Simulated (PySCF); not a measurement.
**Bonding in `C=CC[C@@H]1OC[C@H]1OC(F)F`**

Compound: C7H10F2O2.
SMILES with atom numbers: `[CH2:1]=[CH:2][CH2:3][C@@H:4]1[O:5][CH2:6][C@H:7]1[O:8][CH:9]([F:10])[F:11]` (hydrogens: H12, H13 on C1; H14 on C2; H15, H16 on C3; H17 on C4; H18, H19 on C6; H20 on C7; H21 on C9)

Geometry (GFN2-xTB, Å), atoms numbered from 1 in this order:
```
atom  x, y, z in Å
C1     2.7225    1.0638   -0.3447
C2     2.2776    0.1674    0.5151
C3     1.6009   -1.1096    0.1287
C4     0.1898   -1.1549    0.7009
O5    -0.6024   -2.2522    0.2275
C6    -1.6716   -1.3946   -0.1698
C7    -0.8215   -0.1517    0.1307
O8    -1.3158    0.7596    1.0929
C9    -2.1237    1.7215    0.6089
F10   -3.3532    1.2361    0.2779
F11   -2.3290    2.6278    1.5691
H12    2.6378    0.9208   -1.4100
H13    3.2043    1.9713   -0.0242
H14    2.3772    0.3323    1.5795
H15    2.1530   -1.9646    0.5258
H16    1.5517   -1.2095   -0.9571
H17    0.2046   -1.1257    1.7962
H18   -2.5386   -1.4956    0.4884
H19   -1.9665   -1.5499   -1.2095
H20   -0.4721    0.3893   -0.7564
H21   -1.7338    2.2353   -0.2939
```

Bond orders from the PBE0/pcSseg-1 density (PySCF). Geometry: GFN2-xTB, one conformer, isolated molecule.

Problem. Where do the orders between heavy atoms depart from those drawn in the SMILES?

Solution. The largest departure is 0.156, at C7–O8 (drawn single, 0.844). Drawn single, order below 0.88: C7–O8 (0.844).

Problem. Set the Mayer orders of the bonds between heavy atoms beside their lengths.

Solution. 
```
  bond  drawn as  length (Å)  Mayer order
 C1–C2    double       1.319        1.977
 C2–C3    single       1.496        1.022
 C3–C4    single       1.523        1.019
 C4–O5    single       1.434        0.919
 O5–C6    single       1.427        0.928
 C6–C7    single       1.536        1.025
 C7–O8    single       1.414        0.844
 O8–C9    single       1.346        1.057
C9–F10    single       1.363        0.953
C9–F11    single       1.336        1.023
 C7–C4    single       1.534        0.987
```

By pair of heavy elements: C–C: lowest C7–C4 (0.987, 1.534 Å), highest C1–C2 (1.977, 1.319 Å). C–O: lowest C7–O8 (0.844, 1.414 Å), highest O8–C9 (1.057, 1.346 Å); in 2 of the 6 pairs the longer bond (by over 0.003 Å) has the higher order (by 0.02 or more). C–F: lowest C9–F10 (0.953, 1.363 Å), highest C9–F11 (1.023, 1.336 Å).

Problem. And the bonds to hydrogen?

Solution. C–H: 0.92 to 0.96 (10 bonds).

Problem. Sum the orders of all bonds at each heavy atom with more than one neighbour and set the sums beside the valence in the SMILES.

Solution. C1 3.886 (drawn 4), C2 3.954 (drawn 4), C3 3.914 (drawn 4), C4 3.849 (drawn 4), O5 1.847 (drawn 2), C6 3.833 (drawn 4), C7 3.777 (drawn 4), O8 1.901 (drawn 2), C9 3.983 (drawn 4). Orders between atoms that aren't bonded are not in these sums.

The Mayer order sums products of elements of PS (density times overlap matrix) between the two atoms' basis functions, so it depends on the basis set.

The run behind these numbers computed NMR shieldings as well. The run took about 2.3 min of CPU time (one thread, shared machine).
